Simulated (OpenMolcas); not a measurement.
## Pd3+: moving or changing the point charges

Pd3+ among 4 point charges of -1.5 e arranged as a square (D4h), 1.97 Å from the ion.
```
   1.9700    0.0000    0.0000  -1.50
   0.0000    1.9700    0.0000  -1.50
  -1.9700    0.0000    0.0000  -1.50
   0.0000   -1.9700    0.0000  -1.50
```

```json
{
  "Program": "OpenMolcas",
  "Method": "CASSCF",
  "Basis": "ANO-RCC-VTZP [7s6p4d2f1g]",
  "Scalar Hamiltonian": "DKH2, point nucleus",
  "Active space": "7 electrons in 5 orbitals (4d)",
  "State averaging": "2S+1 = 4 even, 10 roots; 2S+1 = 2 even, 40 roots",
  "Spin-orbit coupling": "RASSI with atomic mean-field integrals over the reference wave functions"
}
```

Runs around this geometry, states (labels of D4, the rotations of D4h). Energies in cm-1 above the lowest state or level, χT in cm3 K/mol.

```
R (Å)  q (e)  Ground state  First state of that spin  First gap with spin-orbit (degeneracies)  χT at 300 K  First state of another spin
 1.97  -0.75           4A2                  4E 736.8                              336.1 (2, 2)        4.644                    2A1 15247
 1.78   -1.5           4A2                  4E 191.1                              357.4 (2, 2)        4.221                    2A1 10328
 1.97   -1.5           4A2                  4E 608.2                              404.9 (2, 2)        4.334                    2A1 13136
 2.15   -1.5           4A2                  4E 667.8                              379.2 (2, 2)        4.489                    2A1 14590
```

Scaling the charges by -0.75 / -1.5 = 0.50 scales the first state of the same spin by 736.8 / 608.2 = 1.21; with fixed orbitals a first-order splitting would follow the charge.

Without dynamic correlation the repulsion within the d shell is too large (B by tens of per cent), so at a given field states of lower spin stand too high. Point charges give a weaker field than real ligands, and real ions of this kind are as a rule low spin; the high spin found here belongs to the model. Spin-orbit coupling mixes the spin-free states strongly: the lowest level takes only 57 % from its leading state, 4A2 (figures for R = 1.97, q = -0.75; the like holds for R = 1.78, q = -1.5, R = 1.97, q = -1.5, R = 2.15, q = -1.5). The ground term spreads over less than 5000 cm-1, several times less than with real ligands, so orbital moments are less quenched and χT lies further from the spin-only value than at real sites (holds for R = 1.97, q = -0.75). This shell can be high or low spin here, a state of another spin lies low, and with metal d orbitals alone active their balance is uncertain, so the ground spin may be wrong (holds for R = 1.78, q = -1.5; R = 1.97, q = -1.5; R = 2.15, q = -1.5). Point charges carry no covalency, so the field is a model and not that of real ligands. No measured value stands beside these numbers.
